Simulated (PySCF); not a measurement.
A geometry optimisation on `[SiH3]O[Si@@H]([SiH3])[SeH]`.

Method: PBE0-D3(BJ)/def2-SVP geometry optimisation, gas phase (PySCF 2.14.0). Start geometry: GFN2-xTB. The command runs a driver script over a list of jobs; the input below is this job's line of settings and its coordinates in Å.

Command:
```bash
OMP_NUM_THREADS=1 python probes_run.py task.json out
```

Input:
```
{"job": {"xc": "PBE0", "basis": "def2-SVP", "d3": "d3bj", "grid": 1, "shake": 0.01, "kind": "geom"}, "charge": 0, "multiplicity": 1}
Si     2.482260     0.384090    -0.626500
O      0.892780     0.422390    -0.178500
Si    -0.468710    -0.109940     0.536220
Si    -2.176100     0.600020    -0.786870
Se    -0.318070    -2.420000     0.752320
H      3.057160    -0.851270    -0.222310
H      2.408440     0.549800    -2.082620
H      3.072530     1.560350     0.045330
H     -0.337530     0.288560     1.969590
H     -3.468660     0.534040    -0.024340
H     -2.388800    -0.240030    -1.970970
H     -2.014380     1.980130    -1.222760
H     -0.735110    -2.715040    -0.591880
```

Output:
```
step   0  E = -3348.79453672  max force = 0.024931
step   1  E = -3348.80565906  max force = 0.007530
step   2  E = -3348.80620003  max force = 0.003387
step   3  E = -3348.80639788  max force = 0.001388
step   4  E = -3348.80650098  max force = 0.001781
step   5  E = -3348.80665267  max force = 0.002490
step   6  E = -3348.80672140  max force = 0.001471
step   7  E = -3348.80676931  max force = 0.000988
step   8  E = -3348.80679811  max force = 0.000918
step   9  E = -3348.80683283  max force = 0.001076
step  10  E = -3348.80685987  max force = 0.000773
step  11  E = -3348.80688500  max force = 0.000888
step  12  E = -3348.80691963  max force = 0.001064
step  13  E = -3348.80698373  max force = 0.001636
step  14  E = -3348.80697548  max force = 0.003087
step  15  E = -3348.80710761  max force = 0.002052
step  16  E = -3348.80719038  max force = 0.001100
step  17  E = -3348.80711013  max force = 0.001062
step  18  E = -3348.80725471  max force = 0.001046
step  19  E = -3348.80730221  max force = 0.000670
step  20  E = -3348.80734495  max force = 0.000574
step  21  E = -3348.80742929  max force = 0.000242
step  22  E = -3348.80745432  max force = 0.000187
step  23  E = -3348.80746332  max force = 0.000378
optimisation converged
```

Energies in Eh; «max force» is the largest Cartesian gradient component in Eh/bohr.

At which steps does the energy rise by more than 1e-5 Eh?

At step 17 (+0.08 mEh).

Summary of the converged run: final energy -3348.80746 Eh after 23 steps; dipole 0.52 D.

Estimate the wall time. Hardware: Arm Neoverse V1, one thread, shared host with 32 logical CPUs at a one-minute load of 17. And the peak memory of the process?

About 4.2 min, with 0.58 GiB resident at the peak, the Python interpreter and its libraries included.
Labels such as C1 count atoms from 1, the log's own numbers from 0.
